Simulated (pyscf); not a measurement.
cyclic Cl₂MoS₂ (SMILES [Cl][Mo]1([Cl])[S][S]1), singlet

Gas-phase minimum from PySCF at ωB97X-D3(BJ)/def2-SVP, one conformer. This is an excited spin state, 6.0 kcal/mol over the triplet at ωB97X-D3(BJ)/def2-TZVP. cyclic Cl₂MoS₂ (SMILES [Cl][Mo]1([Cl])[S][S]1) [singlet] lies 30.1 kcal/mol over its isomer S=Mo(=S)(Cl)–Cl (electronic energy, ωB97M-D3(BJ)/def2-TZVP). 

SMILES: [Cl][Mo]1([Cl])[S][S]1
```xyz
5

Cl     2.2657    -1.0306    -1.4425
Mo     0.4889     0.0623    -0.6764
Cl    -0.1029     2.1195    -1.2732
S     -1.2331    -1.2623    -0.1257
S     -0.0881    -0.4845     1.4188
```

Bond lengths (Å): Cl1–Mo2 2.222, Mo2–Cl3 2.222, Mo2–S4 2.241, Mo2–S5 2.241, S4–S5 2.074. Angles (°): Cl1–Mo2–Cl3 125.1, Cl1–Mo2–S4 114.1, Cl1–Mo2–S5 114.1, Cl3–Mo2–S4 114.1, Cl3–Mo2–S5 114.1, S4–Mo2–S5 55.1, Mo2–S4–S5 62.4, Mo2–S5–S4 62.4.

Properties at ωB97X-D3(BJ)/def2-SVP:

| Item | Result |
|---|---|
| Harmonic wavenumbers, unscaled | 106, 112, 119, 151, 328, 386, 455, 465, 587 cm⁻¹ |
| Zero-point energy | 3.9 kcal/mol |
| Rotational symmetry number | 2 |
| Entropy of this conformer at 298 K and 1 atm, rigid rotor and harmonic oscillator, modes under 100 cm⁻¹ raised to 100 | 364.6 J/(mol K) |
| Dipole moment | 0.23 D |

Single-point totals, which compare only within one level:

```csv
level,total energy (hartree)
ωB97X-D3(BJ)/def2-TZVP,-1785.24278
PBE/def2-TZVP,-1784.52497
r²SCAN/def2-TZVP,-1785.12272
B3LYP-D3(BJ)/def2-TZVP,-1785.29002
PBE0-D3(BJ)/def2-TZVP,-1784.60733
M06-2X/def2-TZVP,-1785.00131
ωB97M-D3(BJ)/def2-TZVP,-1785.33055
```

A restricted singlet here is unstable towards spin polarisation, as is usual where a triplet lies low; its energy is less safe. Elements past Kr carry the def2 core potentials, without spin-orbit coupling.
